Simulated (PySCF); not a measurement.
TDDFT excited states: C4H11PSi2

C₄H₁₁PSi₂.
Cartesian coordinates in Å at the GFN2-xTB level; atoms count from 1:
```
atom  x, y, z in Å
C1    -2.6857    2.0805    0.0498
C2    -1.7060    1.3856   -0.0298
Si3   -0.1356    0.3927   -0.1668
Si4    0.0777   -0.5859   -2.2770
P5     1.6304    1.7374    0.3223
C6    -0.2043   -0.8959    1.2563
C7     1.0721   -1.7246    1.3161
H8    -3.5514    2.6749    0.1247
H9     1.4567   -0.5310   -2.7687
H10   -0.7660    0.0727   -3.2752
H11   -0.3193   -1.9956   -2.2396
H12    1.4383    2.5497   -0.7807
H13    0.9099    2.5915    1.1380
H14   -0.3536   -0.3939    2.2142
H15   -1.0617   -1.5545    1.1122
H16    1.0460   -2.4248    2.1497
H17    1.2050   -2.2955    0.3981
H18    1.9390   -1.0768    1.4449
```

Method: PySCF 2.14.0, density-fitted response routines, TDDFT wB97X-D/def2-SVPD, vertical, gas phase, core orbitals frozen in the response.

Q: List the vertical singlet excitations with oscillator strengths and describe the spectrum.

A: 

```tsv
state	E (eV)	λ (nm)	ν̃ (cm⁻¹)	f	main configurations (H = HOMO, L = LUMO)
S1	5.89	210.6	47490	0.030	H→L+1 (25%), H→L (24%), H-1→L (18%)
S2	6.04	205.4	48690	0.062	H→L+1 (43%), H→L (22%), H-1→L (8%)
S3	6.09	203.7	49080	0.040	H-1→L (32%), H→L (19%), H-1→L+1 (17%)
S4	6.28	197.4	50650	0.0051	H→L+2 (41%), H→L+4 (11%)
S5	6.70	185.0	54060	0.101	H→L (17%), H-2→L (16%)
S6	6.84	181.2	55200	0.133	H→L+4 (28%), H-1→L+1 (22%), H→L+1 (10%)
S7	6.90	179.8	55630	0.014	H→L+3 (68%)
S8	7.03	176.3	56710	0.0070	H-1→L+2 (16%), H-1→L+1 (14%), H-3→L (10%)
```

Triplets, Tamm–Dancoff:

```json
{"state": "T1", "E (eV)": "4.96", "λ (nm)": "249.7", "main configurations (H = HOMO, L = LUMO)": "H→L (46%)"}
{"state": "T2", "E (eV)": "5.34", "λ (nm)": "232.1", "main configurations (H = HOMO, L = LUMO)": "H→L (30%), H-1→L+1 (23%)"}
{"state": "T3", "E (eV)": "5.48", "λ (nm)": "226.1", "main configurations (H = HOMO, L = LUMO)": "H-1→L (29%), H→L+1 (28%)"}
```

The lowest singlet comes at 211 nm (568 kJ/mol) in the ultraviolet; it is of moderate strength; its leading configuration is HOMO→LUMO+1 (25%). The most intense listed level is S6 at 6.84 eV (181 nm, f = 0.133), 0.96 eV above S1. Löwdin shares by element: HOMO phosphorus 50%, carbon 22% or more, silicon 11% or more (atoms not listed hold the other 18%); LUMO silicon 37%, phosphorus 19%, carbon 14% or more (atoms not listed hold the other 31%). The oscillator strengths of these states sum to 0.393; summed over the whole spectrum of an exact calculation they would give the number of electrons, 78 (Thomas–Reiche–Kuhn). Orbital energies (eV): HOMO-3 -10.75, HOMO-2 -10.31, HOMO-1 -9.66, HOMO -9.00, LUMO 1.12, LUMO+1 1.39, LUMO+2 1.78. Weighted by f, the mean energy of these states is 6.53 eV. The window holds the lowest 8 singlets.

One conformer stands for the species.
